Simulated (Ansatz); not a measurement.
Species: C3HO (charge 0, doublet). It need not be the lowest isomer of its formula. 
Geometry from a B3LYP-D3(BJ)/def2-TZVP (Ansatz, a program for electronic structure) optimisation:
```
C
O 1 1.1862
C 1 1.4444 2 149.03
C 3 1.3287 1 62.86 2 -180.00
H 3 1.0798 4 153.24 1 180.00
```
Charge 0, spin multiplicity 2.

Basis-set convergence of Hartree-Fock and CCSD(T) correlation energies (hartree) with Ansatz. Correlated levels leave the core frozen unless marked. UHF or UKS for open shells. No spin-orbit coupling. Non-relativistic.

| basis | functions | E(HF) | E(corr, CCSD(T)) |
|---|---|---|---|
| cc-pVDZ | - | -188.90979 | -0.57833 |
| cc-pVTZ | 134 | ___ | ___ |

What belongs in the gaps?


- cc-pVTZ, E(HF): -188.96089
- cc-pVTZ, E(corr, CCSD(T)): -0.70386
